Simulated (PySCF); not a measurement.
## Shapes and spin states of Cu₃

All numbers come from PBE0 in PySCF with Cu def2-TZVP; no relativity; density-fitted integrals.

Relaxations began from a few typed shapes and spin states; open shells are unrestricted. The search is not exhaustive: other isomers or separated fragments can lie lower, and high-lying points may rest on an excited occupation.

```json
{"spin": "doublet", "group": "C2v", "bonds": "Cu–Cu 2.339 Å (×2), Cu–Cu 2.629 Å", "angles": "Cu–Cu–Cu 55.8° (×2), Cu–Cu–Cu 68.4°", "imaginary modes (cm⁻¹)": "none", "ΔE (kJ/mol)": "0.0", "ΔE with ZPE (kJ/mol)": "0.0"}
{"spin": "doublet", "group": "D∞h", "bonds": "Cu–Cu 2.360 Å (×2)", "angles": "Cu–Cu–Cu 180.0°", "imaginary modes (cm⁻¹)": "28i, 28i", "ΔE (kJ/mol)": "20.4", "ΔE with ZPE (kJ/mol)": "–"}
{"spin": "quartet", "group": "D3h", "bonds": "Cu–Cu 2.589 Å (×3)", "angles": "Cu–Cu–Cu 60.0° (×3)", "imaginary modes (cm⁻¹)": "none", "ΔE (kJ/mol)": "215.8", "ΔE with ZPE (kJ/mol)": "215.0"}
```

The lowest minimum found is the doublet C2v: Cu–Cu 2.339 Å (×2), Cu–Cu 2.629 Å; Cu–Cu–Cu 55.8° (×2), Cu–Cu–Cu 68.4°.

For the lowest minimum: with open d or f shells other occupations or spin states may lie lower.
